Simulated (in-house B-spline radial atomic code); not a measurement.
A radial electron density 4πr²n(r) was computed for an atom or ion in its tabulated ground configuration with a B-spline radial code for spherical atoms; method: non-relativistic PW91, spin-polarised, spherical fractional occupations. Columns: r (bohr), 4πr²n(r) (electrons per bohr), bar.

```
 0.00294   0.7768 #
 0.00361    1.136 ##
 0.00442     1.64 ##
 0.00542    2.355 ####
 0.00664    3.342 #####
 0.00814    4.687 #######
 0.00997    6.465 ##########
  0.0122    8.739 #############
   0.015    11.62 #################
  0.0184    14.97 ######################
  0.0225    18.57 ############################
  0.0276    22.17 #################################
  0.0338    25.17 #####################################
  0.0414    26.99 ########################################
  0.0507    27.15 ########################################
  0.0622     25.6 ######################################
  0.0762    23.09 ##################################
  0.0933    21.04 ###############################
   0.114    20.94 ###############################
    0.14    23.43 ###################################
   0.172    27.29 #########################################
   0.211    29.61 ############################################
   0.258    27.81 #########################################
   0.316    21.76 ################################
   0.387    14.42 #####################
   0.475    9.737 ##############
   0.582    9.374 ##############
   0.713    11.14 #################
   0.874    11.63 #################
    1.07    9.546 ##############
    1.31    6.198 #########
    1.61    3.366 #####
    1.97    1.855 ###
    2.41    1.235 ##
    2.96   0.9304 #
    3.63   0.6455 #
    4.44   0.3611 #
    5.44   0.1522 
    6.67  0.04848 
    8.18  0.01107 
      10 0.001507 
    12.3 0.0001107
```

Q: Which atom or ion is it?
A. V
B. V+
C. Cr
D. Sc

A: A. The area under the curve, ∫4πr²n dr = ∫r·4πr²n d(ln r) on this logarithmic grid, is 23 electrons, which only this option has. The configuration is [Ar] 3d3 4s2.
